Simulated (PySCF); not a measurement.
Radial density of Ge (germanium, neutral)

TPSSh, [Ar] 3d10 4s1 4p2 5s1, high-spin 5P determinant (an excited configuration). Calculation: PySCF 2.14, in aug-cc-pVDZ-DK (6s5p3d, 36 functions); the spin-free X2C one-electron Hamiltonian (Gaussian nucleus).

| r (bohr) | 4πr²ρ (e/bohr) | 4πr²(ρα − ρβ) |
| --- | --- | --- |
| 0.000627 | 0.1920 | 0.0001 |
| 0.00105 | 0.4962 | 0.0003 |
| 0.00177 | 1.197 | 0.0007 |
| 0.00298 | 2.843 | 0.0017 |
| 0.00502 | 6.488 | 0.0038 |
| 0.00844 | 13.69 | 0.0079 |
| 0.0142 | 25.18 | 0.0142 |
| 0.0239 | 36.85 | 0.0195 |
| 0.0402 | 38.10 | 0.0191 |
| 0.0676 | 31.55 | 0.0339 |
| 0.114 | 41.23 | 0.0880 |
| 0.191 | 40.49 | 0.0233 |
| 0.322 | 22.56 | 0.0606 |
| 0.541 | 28.85 | 0.1890 |
| 0.910 | 12.61 | 0.0675 |
| 1.53 | 2.737 | 1.3279 |
| 2.57 | 1.190 | 1.1511 |
| 4.33 | 0.3559 | 0.3556 |
| 7.28 | 0.1327 | 0.1327 |
| 12.2 | 0.0005593 | 0.0006 |

Densities and radii are taken from the X2C orbitals without a picture-change correction, which distorts them close to the nucleus.

The outer electron is Rydberg-like, and this basis confines it to a smaller radius and binds it less than a complete one would.
